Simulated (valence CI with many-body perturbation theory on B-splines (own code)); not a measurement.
## Co¹⁴⁺: configurations and terms from energies and g

Calculated by relativistic CI+MBPT: three valence electrons over a frozen Dirac-Fock core [Ne], radial functions for each j: 11 s, 11 p, 9 d, 7 f, 5 g, 2 h, 1 i, with the one-electron correlation potential Σ1, the two-electron term Σ2, the three-electron term Σ3, Breit, model QED; selected CI, second order for the rest (own B-spline code, finite nucleus).

No measured levels were compared; by estimate levels of excited configurations hold to 0.05 to 0.15 % of their energy, terms of the ground configuration to about 0.5 %.

| No. | J | Parity | E (eV) | g |
| --- | --- | --- | --- | --- |
| 1 | 1/2 | odd | 0.000 | 0.664 |
| 2 | 3/2 | odd | 2.852 | 1.333 |
| 3 | 1/2 | even | 30.007 | 2.658 |
| 4 | 3/2 | even | 31.200 | 1.731 |
| 5 | 5/2 | even | 32.625 | 1.589 |
| 6 | 3/2 | even | 40.018 | 0.806 |
| 7 | 5/2 | even | 40.398 | 1.211 |
| 8 | 1/2 | even | 48.492 | 1.646 |
| 9 | 1/2 | even | 51.828 | 1.032 |
| 10 | 3/2 | even | 52.935 | 1.328 |
| 11 | 3/2 | even | 62.763 | 0.799 |
| 12 | 5/2 | even | 63.082 | 1.200 |
| 15 | 3/2 | odd | 78.509 | 1.899 |
| 16 | 3/2 | odd | 85.228 | 0.416 |

Energies count from the lowest level. Strongly mixed levels and levels close to another of their J and parity are left out, so the numbers can have gaps.

(1) Give configuration and LS term of each level.

Answers

(1) 1: 3s2 3p 2P°; 2: 3s2 3p 2P°; 3: 3s 3p2 4P; 4: 3s 3p2 4P; 5: 3s 3p2 4P; 6: 3s 3p2 2D; 7: 3s 3p2 2D; 8: 3s 3p2 2S; 9: 3s 3p2 2P; 10: 3s 3p2 2P; 11: 3s2 3d 2D; 12: 3s2 3d 2D; 15: 3p3 4S°; 16: 3s 3p 3d 4F°.
